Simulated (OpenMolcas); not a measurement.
Ni2+: moving or changing the point charges

Ni2+ among 5 point charges of -2 e arranged as a trigonal bipyramid (D3h), 1.87 Å from the ion, with the axial distance 2.225 Å.

```json
{
  "Program": "OpenMolcas",
  "Method": "SS-CASPT2, IPEA 0.25 Eh, imaginary shift 0.1 Eh (closed shells correlated: 3s 3p)",
  "Basis": "ANO-RCC-VDZP [5s4p2d1f]",
  "Scalar Hamiltonian": "DKH2, point nucleus",
  "Active space": "8 electrons in 5 orbitals (3d)",
  "State averaging": "2S+1 = 3 even, 10 roots; 2S+1 = 1 even, 15 roots",
  "Spin-orbit coupling": "RASSI with atomic mean-field integrals over the reference wave functions"
}
```

Runs around this geometry, states (labels of D3, the rotations of D3h). Energies in cm-1 above the lowest state or level, χT in cm3 K/mol.

| R (Å) | q (e) | Axial / equatorial distance | Ground state | First state of that spin | First gap with spin-orbit (degeneracies) | χT at 300 K | First state of another spin |
| --- | --- | --- | --- | --- | --- | --- | --- |
| 1.87 | -1.6 | 1.19 | 3E | 3E 1600 | 0 (1, 1) | 2.959 | 1A1 12860 |
| 1.87 | -2 | 1.19 | 3E | 3E 1870 | 1 (1, 1) | 2.870 | 1A1 12650 |
| 2.04 | -2 | 1.19 | 3E | 3A1 1250 | 0 (1, 1) | 3.122 | 1A1 12710 |
| 1.87 | -2 | 1.29 | 3E | 3A1 880 | 1 (1, 1) | 3.108 | 1A1 12010 |

Scaling the charges by -1.6 / -2 = 0.80 scales the first state of the same spin by 1600 / 1870 = 0.86; with fixed orbitals a first-order splitting would follow the charge.

Roots that are degenerate in the reference are averaged as groups; the widest CASPT2 spread within a group is 68 cm-1 (the 2-fold group of multiplicity 3 near 0 cm-1 above the lowest state of its run, R = 2.04, q = -2, ratio = 1.19). Shifts and gaps below about the spread of the groups concerned are not significant. An orbital doublet at a regular site is open to a Jahn-Teller distortion, which this geometry leaves out. The ground term spreads over less than 5000 cm-1, several times less than with real ligands, so orbital moments are less quenched and χT lies further from the spin-only value than at real sites. Free-ion shares, where given, are those of the reference states; single-state CASPT2 does not remix them. This is an electrostatic model: the charges have no orbitals. No measured value stands beside these numbers.
